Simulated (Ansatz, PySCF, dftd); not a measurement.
Species: BNH₂Cl₂, charge 0, singlet. BNH2Cl2 (SMILES ClB(Cl)N).
B3LYP-D3(BJ)/def2-TZVP minimum from Ansatz (a first-principles code):
```xyz
6

B     -0.2288     0.1854    -0.1886
Cl     1.3758    -0.1808    -0.8411
Cl    -0.6659    -0.3943     1.4262
N     -1.1353     0.9198    -0.9357
H     -2.0551     1.1464    -0.5970
H     -0.9212     1.2649    -1.8561
```

Wanted: enthalpy of formation at 298 K (by atomisation, with ideal-gas terms from PySCF's Hessian at B3LYP-D3(BJ)/def2-TZVP and the atoms' measured values of the G2/97 table; no spin-orbit terms), in kJ/mol. UHF or UKS for unpaired electrons; spin-orbit terms are left out. Correlated methods leave the cores frozen. Rows without X2C or -DK are non-relativistic. CBS(X,Y): correlation extrapolated as X^-3, Hartree-Fock from the larger set (Q,5: extrapolated as (X+1)exp(-9√X)). A bracket is a step between two methods taken in the basis named. The functionals are non-relativistic, so their misses hold any scalar relativity. 'core' is core correlation in cc-pwCVTZ (1s frozen past Ne), 'X2C' scalar relativity in cc-pVTZ-DK, both at CCSD(T). Where a partner has so few electrons that a lower coupled-cluster level is exact, that level stands in.

```
level                                                                                        program  enthalpy of formation at 298 K (kJ/mol)  difference against the last row
------------------------------------------------------------------------------------  --------------  ---------------------------------------  -------------------------------
PBE-D3(BJ)/def2-TZVPD                                                                 Ansatz + dftd3                                   -483.9                            -66.7
B3LYP-D4/def2-TZVPD                                                                   Ansatz + dftd4                                   -410.3                              6.9
PBE0/def2-TZVPD                                                                               Ansatz                                   -425.3                             -8.1
r2SCANh/def2-TZVPD                                                                            Ansatz                                   -410.7                              6.5
CAM-B3LYP-D3(BJ)/def2-TZVPD                                                           Ansatz + dftd3                                   -417.1                              0.1
MP2/cc-pV(Q+d)Z                                                                               Ansatz                                   -453.4                            -36.2
CCSD/cc-pV(D+d)Z                                                                              Ansatz                                   -187.0                            230.2
CCSD/cc-pV(Q+d)Z                                                                              Ansatz                                   -333.2                             84.0
CCSD/cc-pV(5+d)Z                                                                              Ansatz                                   -346.8                             70.4
CCSD(T)/cc-pV(T+d)Z                                                                           Ansatz                                   -334.4                             82.8
CCSD(T)/cc-pV(5+d)Z                                                                           Ansatz                                   -393.5                             23.7
CCSDT(Q)/cc-pV(D+d)Z                                                                          Ansatz                                   -217.4                            199.8
CCSD(T)/CBS(cc-pV(Q+d)Z,cc-pV(5+d)Z) + [CCSDT(Q) - CCSD(T)]/cc-pV(D+d)Z + core + X2C          Ansatz                                   -417.2                              0.0
```
